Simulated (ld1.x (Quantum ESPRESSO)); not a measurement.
## Which change was made? (Ge, ultrasoft)

germanium (Ge), ultrasoft, made with ld1.x (Quantum ESPRESSO) 7.5 (LDA (PZ), scalar-relativistic). Core [Ar] 3d10, reference 4s1.75 4p2.25. Waves: 4s (bound): rcut 1.70, rcutus 1.85 bohr; 4s channel at -0.6 Ry: rcut 1.70, rcutus 1.85 bohr; 4p (bound): rcut 1.50, rcutus 1.95 bohr; 4p channel at 0.35 Ry: rcut 1.50, rcutus 1.95 bohr; 4d channel at 0.1 Ry: rcut 1.60, rcutus 1.75 bohr. Local part: all-electron potential smoothed inside 1.65 bohr (lloc = -1). Core correction: none. Augmentation charge: PSQ, radius 1.30 bohr.

Cutoffs, loose and tight: the cutoffs (Ry, on a coarse ladder) from which the occupation-weighted sum of valence levels, in a spherical-Bessel basis at the reference potential, stays within 10 and 1 mRy of its value at 400 Ry. They do not see the model core or the augmentation charge, which bear on the density cutoff. Test errors are all-electron minus pseudo excitation energies from the reference, over the configurations 4s2 4p2; 4s2 4p1; 4s2 4p0; 4s2 4p2.3; 4s1 4p0; 4s0 4p4; 4s1 4p3 (two spin-polarised tests are not counted in the largest error); variants that change the core or the reference have their own tests.

The base gives: outcome: generated; cutoff, loose: 8 Ry; cutoff, tight: 12 Ry; bound ghosts: none; largest test error (meV): +203.

Problem. After one change the result is: outcome: generated; cutoff, loose: 25 Ry; cutoff, tight: 40 Ry; bound ghosts: d; largest test error (meV): +253. Which change was it?
A. functional PBEsol
B. type TM; waves now 4p (bound): rc 1.95 bohr; 4d channel at 0.1 Ry: rc 1.75 bohr; 4s (bound): rc 1.85 bohr; local potential the s channel
C. core [Ar], valence charge 14; reference 3d10 4s2 4p0; waves now 4s (bound): rcut 1.75, rcutus 1.90 bohr; 4s channel at -0.6 Ry: rcut 1.75, rcutus 1.90 bohr; 4p (bound): rcut 1.70, rcutus 1.80 bohr; 4p channel at 0.35 Ry: rcut 1.70, rcutus 1.80 bohr; 3d (bound): rcut 1.20, rcutus 1.45 bohr; 3d channel at 1.15 Ry: rcut 1.20, rcutus 1.45 bohr; 4f channel at 0.15 Ry: rcut 1.20, rcutus 1.50 bohr; 4f channel at 1.7 Ry: rcut 1.20, rcutus 1.50 bohr; local potential all-electron potential smoothed inside 1.85 bohr (lloc = -1); augmentation PSQ, radius 1.10 bohr
D. core correction a·sin(br)/r model core inside 1.46 bohr

Solution. B. The others give: functional PBEsol → outcome: generated; cutoff, loose: 8 Ry; cutoff, tight: 12 Ry; bound ghosts: none; largest test error (meV): -47 | core [Ar], valence charge 14; reference 3d10 4s2 4p0; waves now 4s (bound): rcut 1.75, rcutus 1.90 bohr; 4s channel at -0.6 Ry: rcut 1.75, rcutus 1.90 bohr; 4p (bound): rcut 1.70, rcutus 1.80 bohr; 4p channel at 0.35 Ry: rcut 1.70, rcutus 1.80 bohr; 3d (bound): rcut 1.20, rcutus 1.45 bohr; 3d channel at 1.15 Ry: rcut 1.20, rcutus 1.45 bohr; 4f channel at 0.15 Ry: rcut 1.20, rcutus 1.50 bohr; 4f channel at 1.7 Ry: rcut 1.20, rcutus 1.50 bohr; local potential all-electron potential smoothed inside 1.85 bohr (lloc = -1); augmentation PSQ, radius 1.10 bohr → outcome: generated; cutoff, loose: 55 Ry; cutoff, tight: 100 Ry; bound ghosts: none; largest test error (meV): -55 | core correction a·sin(br)/r model core inside 1.46 bohr → outcome: generated; cutoff, loose: 8 Ry; cutoff, tight: 12 Ry; bound ghosts: none; largest test error (meV): -277.
